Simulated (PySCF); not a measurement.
Method: PySCF with B3LYP-D3(BJ)/def2-TZVP // PBE0-D3(BJ)/def2-TZVP. Isolated molecules, 0 K electronic values unless said otherwise. One relaxed conformer stands for a flexible species; it need not be the lowest. B3LYP has the VWN-RPA correlation part, as in Gaussian. Excitations are Tamm–Dancoff values on a coarser integration grid. The basis has no diffuse functions, so Rydberg states are missing or too high.

Reference species (SMILES): `CC#CS` (neutral, multiplicity 1).

```json
{
 "S1 excitation (TDA)": "4.70 eV",
 "HOMO": "-6.26 eV"
}
```

Changed species: `SC1=CC1` (H–S–C–C torsion 180°).

Problem. Give the shifts of the S1 excitation (TDA) and HOMO.

Solution. the S1 excitation (TDA) rises by 0.32 eV, to 5.02 eV; the HOMO increases by 0.04 eV, to -6.22 eV.
